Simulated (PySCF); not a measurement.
Species: W(NMe)2(NH2)2, C2H10N4W (singlet state).
Structure used (PBE0-D3(BJ)/def2-SVP), in Å, numbered top down from 1:
```
atom  x, y, z in Å
W1    -0.6105    0.0085   -0.4206
N2    -0.7032    0.0202    1.3389
C3    -0.3158    0.0192    2.7025
H4     0.4099    0.8229    2.9227
H5    -1.1879    0.1695    3.3634
H6     0.1537   -0.9390    2.9890
N7     1.0220   -0.0188   -1.0801
C8     2.4346   -0.0401   -1.1908
H9     2.7493   -0.1351   -2.2455
H10    2.8872    0.8867   -0.7945
H11    2.8763   -0.8872   -0.6360
N12   -1.4564    1.6719   -1.0516
H13   -1.1943    2.1631   -1.8997
H14   -2.1541    2.1944   -0.5327
N15   -1.5003   -1.6377   -1.0343
H16   -2.2068   -2.1404   -0.5078
H17   -1.2322   -2.1586   -1.8626
```

Computed, not measured: PySCF 2.14.0, density-fitted response routines, TDDFT PBE0/def2-SVPD, vertical, gas phase, core orbitals frozen in the response, def2 core potentials past Kr. Spin–orbit coupling is left out.

Kohn–Sham orbitals with the atoms that hold most of them (Löwdin shares over 4%, at most four atoms; ? is withheld):

```
orbital  ε (eV)                             atoms
 LUMO+2    0.31    W1 46%, N15 10%, N12 9%, C8 5%
 LUMO+1   -0.04      W1 46%, N2 8%, N7 8%, N15 6%
   LUMO   -0.10            W1 46%, N2 15%, N7 15%
   HOMO       ?                                 ?
 HOMO-1   -6.75                                 ?
 HOMO-2   -7.11   N7 18%, N2 18%, W1 15%, N15 13%
 HOMO-3   -7.42  N15 24%, N12 24%, W1 12%, N2 10%
```

(1) Give the leading atoms of the HOMO.

(2) Which atoms hold the HOMO-1, and with what shares?

(3) What is the HOMO energy, and the HOMO–LUMO gap?

## Answers

(1) N7 (bonded to C and W) 19%; N2 (bonded to C and W) 19%; N12 (bonded to W and 2 H) 18%; N15 (bonded to W and 2 H) 18%.

(2) N2 (bonded to C and W) 30%; N7 (bonded to C and W) 30%; W1 (bonded to 4 N) 15%; C3 (bonded to N and 3 H) 6%. By element: nitrogen 60% or more, tungsten 15%, carbon 6% or more.

(3) ε(HOMO) = -6.28 eV; the gap is 6.17 eV (0.2269 hartree).

Problem. The HOMO–LUMO gap is 6.17 eV. Where does the response calculation put the lowest singlet, and from which orbitals?

Solution. S1 is at 4.75 eV (f = 0.0067), 1.42 eV below the gap, made of HOMO→LUMO+1 (50%), HOMO-1→LUMO (39%). Its leading pair isn't HOMO and LUMO; the energies of that pair differ by 6.24 eV. 

Problem. One configuration dominates each of S2 and S4. Which, and how do the shares of the two leading atoms of either orbital change from the occupied to the empty one?

Solution. 
- S2 (4.80 eV, f 0.0075), HOMO→LUMO (78%): N7 19% → 15%, N2 19% → 15%, W1 at most 18% → 46%; the Löwdin share of tungsten is at most 18% in HOMO and 46% in LUMO
- S4 (5.28 eV, f 0.0000), HOMO-2→LUMO (93%): N7 18% → 15%, N2 18% → 15%, W1 15% → 46%; the Löwdin share of tungsten is 15% in HOMO-2 and 46% in LUMO

Löwdin shares depend on the basis, the more so with diffuse functions.
